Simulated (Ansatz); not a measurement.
Two isomers of CH9NOSi2: A = `C[SiH2][SiH](N)O`, B = `C[SiH2]N[SiH2]O`.

Computed with Ansatz on PBE0-D4/def2-TZVP structures; ΔE is electronic, products minus reactants. CBS: MP2 limit from def2 TZ/QZ plus the TZ coupled-cluster correction, frozen cores. Functionals use def2-TZVPP. B3LYP here is the variant with VWN-RPA as its local correlation; programs differ in this. One conformer a species, not always the lowest.

A:

```xyz
14

C     0.1074   -1.6768    1.7272
Si    0.9222   -0.7765    0.2969
Si   -0.5681    0.6131   -0.8509
N     0.2885    1.7280   -1.8245
O    -1.4893    1.2640    0.3653
H    -0.3475   -0.9573    2.4111
H     0.8321   -2.2761    2.2824
H    -0.6805   -2.3413    1.3657
H     1.5165   -1.7512   -0.6636
H     2.0459    0.0706    0.7998
H    -1.4602   -0.0891   -1.8200
H    -0.0564    2.0584   -2.7089
H     1.0747    2.2606   -1.4935
H    -2.1854    1.8736    0.1131
```

B:

Z-matrix (Å, degrees):
```
C
Si 1 1.867
H 1 1.093 2 111.0
H 1 1.093 2 110.5 3 -119.3
H 1 1.092 2 111.2 3 120.4
N 2 1.731 1 112.0 3 -60.0
H 2 1.491 1 108.1 3 62.7
H 2 1.486 1 110.7 3 -178.4
Si 6 1.718 2 129.5 1 -124.9
H 6 1.012 2 115.4 1 56.4
O 9 1.647 6 114.1 2 111.0
H 9 1.481 6 110.9 2 -133.4
H 9 1.485 6 105.8 2 -11.5
H 11 0.958 9 117.3 6 -61.2
```

Problem. Which is lower in electronic energy at CCSD(T)/CBS, and by how much? (An estimate is asked.)

Solution. The calculation gave: B, by 16.9 kcal/mol.

Problem. Give E(B) − E(A) in kcal/mol with PBE-D4, CCSD(T)/def2-TZVPP, CCSD/def2-TZVPP, PBE0-D4, MP2/def2-TZVPP, B3LYP, B3LYP-D4. (An estimate is asked.)

Solution. Computed: PBE-D4 -11.6, CCSD(T)/def2-TZVPP -17.1, CCSD/def2-TZVPP -17.5, PBE0-D4 -13.3, MP2/def2-TZVPP -18.7, B3LYP -15.8, B3LYP-D4 -15.7. None reverses the order clearly.

Largest T1 diagnostic: 0.011.

In def2-TZVPP, CCSD(T) changes the Hartree–Fock value by +3.4 kcal/mol (the triples alone add +0.4 kcal/mol) and MP2 by +1.8 kcal/mol. From PBE to PBE0 (25 % exact exchange), in def2-TZVPP and without D4, E(B) − E(A) moves by −1.7 kcal/mol.
